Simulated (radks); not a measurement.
Q: The tantalum ion Ta3+, 70 electrons, occupied as [Xe] 4f14 5d2. All-electron calculation, scalar-relativistic Kohn-Sham, LB94 model potential, spin-polarised, spherical densities, finite nucleus; open shells are filled with parallel spins first (spin-orbit coupling, left out, can overturn this in heavy ions); Fermi nuclear charge, rms radius 5.3507 fm. Program: a radial shooting solver on a logarithmic mesh with Libxc functionals. Some entries of the table are withheld. Estimate them.

orbital  occ.  eigenvalue (eV)  <r> (bohr)  <1/r> (bohr^-1)
1s down     1        -67615.10     0.01864            85.49
1s up       1        -67615.09     0.01864            85.49
2s up       1        -11662.92     0.07883            19.98
2s down     1        -11662.88     0.07883            19.98
2p up       3        -10233.17     0.07042            18.19
2p down     3        -10233.15     0.07042            18.19
3s up       1        -2705.866      0.2045            7.388
3s down     1        -2705.834      0.2045            7.388
3p up       3        -2280.084      0.2044            6.845
3p down     3        -2280.047      0.2045            6.845
3d up       5        -1781.558      0.1852            6.478
3d down     5        -1781.491      0.1852            6.478
4s up       1        -578.1795      0.4594            3.126
4s down     1        -578.0421      0.4594            3.126
4p up       3        -439.1642      0.4884            2.843
4p down     3        -439.0515      0.4885            2.843
4d up       5        -260.6887      0.5234            2.529
4d down     5        -260.6231      0.5236            2.528
5s down     1              (1)       1.090            1.229
5s up       1              (2)       1.090            1.229
5p down     3         -75.5425       1.273              (3)
5p up       3         -75.2169       1.274              (4)
4f down     7         -63.1486      0.6313              (5)
4f up       7         -63.1028      0.6301              (6)
5d down     0         -37.2177       1.811           0.7049
5d up       2         -36.8986       1.806           0.7060

A: 
(1) 5s down eigenvalue (eV): -109.8642
(2) 5s up eigenvalue (eV): -109.5166
(3) 5p down <1/r> (bohr^-1): 1.031
(4) 5p up <1/r> (bohr^-1): 1.031
(5) 4f down <1/r> (bohr^-1): 2.018
(6) 4f up <1/r> (bohr^-1): 2.021
